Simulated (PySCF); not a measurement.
A structure optimised at PBE-D3(BJ)/def2-TZVPD, used in a PySCF frequency run:

```
Ca
Cl 1 2.4283
```
Charge 0, spin multiplicity 2.

Q: Write its SMILES, formula and point group.

A: [Cl][Ca], CaCl, C∞v

Q: What are its rotational constants (standard atomic weights)?

A: 4.5562 GHz (linear rotor, B only)
